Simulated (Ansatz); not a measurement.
Input file for CH₄I₂OZr, SMILES `[CH3][Zr]([OH])([I])[I]`:

```yaml
crystal:
  periodic: [false, false, false]
  atoms:
    - {symbol: C, position_ang: [-1.251546, 0.573570, -0.372223]}
    - {symbol: Zr, position_ang: [0.748195, -0.271681, -0.125850]}
    - {symbol: O, position_ang: [0.859756, -0.690075, 1.706973]}
    - {symbol: I, position_ang: [0.851473, -2.490773, -1.696831]}
    - {symbol: I, position_ang: [2.507551, 1.674507, -0.846694]}
    - {symbol: H, position_ang: [-1.414938, 0.852856, -1.419573]}
    - {symbol: H, position_ang: [-1.375121, 1.468549, 0.247882]}
    - {symbol: H, position_ang: [-2.019816, -0.152801, -0.084207]}
    - {symbol: H, position_ang: [1.094445, -0.964141, 2.590514]}
basis:
  gaussian: {orbitals: def2-TZVPP}
correlation: {method: ccsd_t}
output: {orbitals: {seedname: orbitals}}
```

```sh
$ ansatz run in.yaml --threads 2 --pin off --events-out ev --progress --plain --max-ram 22528MiB --backend cuda --devices 0, --max-vram 18GiB
```

Log, shortened:

```
Functional definition: HF
2025 factors; integrals over basis functions are off by at most 1.2e-3 eV
mean field evaluation 1: about -20543.8711 eV, gradient 5.2e1 eV
mean field evaluation 2: about -20543.9744 eV, gradient 5.3e1 eV
mean field evaluation 4: about -20549.7019 eV, gradient 5.8e0 eV
mean field evaluation 8: about -20549.8155 eV, gradient 6.5e-1 eV
mean field evaluation 16: about -20549.8180 eV, gradient 2.3e-6 eV
mean field -20549.81798681 eV, -755.1918818483 hartree, gradient 2.3e-6 eV, S^2 0.000000; 0 other end points of the search recorded, 0 dependent functions left out
10 core orbitals not correlated: weight in the atoms' cores, before any rotation towards them, 1.000 or more for the frozen orbitals, at most 0.000 for the correlated occupied ones
reference -20549.81798681 eV, -755.1918818483 hartree; 30, 30 occupied and 234, 234 virtual orbitals, 2025 factors
second order -48.08858229 eV of doubles, -0.00000000 eV of singles
cycle   1  -45.25797684 eV  change     2.8e0 eV  update   1.8e-1
cycle   2  -46.34236320 eV  change    -1.1e0 eV  update   7.7e-2
cycle   3  -46.67138621 eV  change   -3.3e-1 eV  update   3.4e-2
cycle   4  -46.62325124 eV  change    4.8e-2 eV  update   1.2e-2
cycle   5  -46.61105937 eV  change    1.2e-2 eV  update   4.4e-3
cycle   6  -46.61510919 eV  change   -4.0e-3 eV  update   1.5e-3
cycle   7  -46.61520373 eV  change   -9.5e-5 eV  update   6.2e-4
cycle   8  -46.61461594 eV  change    5.9e-4 eV  update   2.1e-4
cycle   9  -46.61473860 eV  change   -1.2e-4 eV  update   1.0e-4
cycle  10  -46.61489755 eV  change   -1.6e-4 eV  update   3.8e-5
cycle  11  -46.61479960 eV  change    9.8e-5 eV  update   1.9e-5
cycle  12  -46.61481644 eV  change   -1.7e-5 eV  update   9.2e-6
perturbative correction -1.55193324 eV, -0.0570324945 hartree
Total energy: -20597.98473648 eV, -756.9619772502 hartree
```

Hardware: 2 threads of an AMD EPYC 7R13 on a shared host and a share of an NVIDIA H100 80 GB. Wall time 8.5 s, peak host memory 1.3 GiB.

The correlation energy is -48.167 eV, 3.2 % of it from (T); the T1 diagnostic reads 0.0142.
